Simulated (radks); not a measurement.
Values are calculated unless marked as measured or tabulated.
Coulomb parameter of the 4d shell of the rhodium ion Rh3+ in the model configuration [Kr] 4d4 5p2, as a second difference U = [E(n + 0.5) + E(n - 0.5) - 2 E(n)] / (0.5)^2 with all orbitals relaxed. "Bare": the charge of the atom changes with n. "Screened": the 5p shell takes up the change at fixed total charge, which measures U(4d,4d) + U(5p,5p) - 2 U(4d,5p). Level of theory: scalar-relativistic Kohn-Sham, BLYP, spin-unpolarised, spherical densities, point nucleus (a radial shooting solver on a logarithmic mesh with Libxc functionals).

| case | configuration | E - E(n) (eV) |
|---|---|---|
| start | [Kr] 4d4 5p2 | 0.000 |
| bare +0.5 | [Kr] 4d4.5 5p2 | -22.912 |
| bare -0.5 | [Kr] 4d3.5 5p2 | 26.652 |
| screened +0.5 | [Kr] 4d4.5 5p1.5 | -10.973 |
| screened -0.5 | [Kr] 4d3.5 5p2.5 | 11.798 |

U(bare) = 14.956 eV, U(screened by 5p) = 3.298 eV, against the Slater integral F0(4d,4d) = 19.090 eV with frozen orbitals.
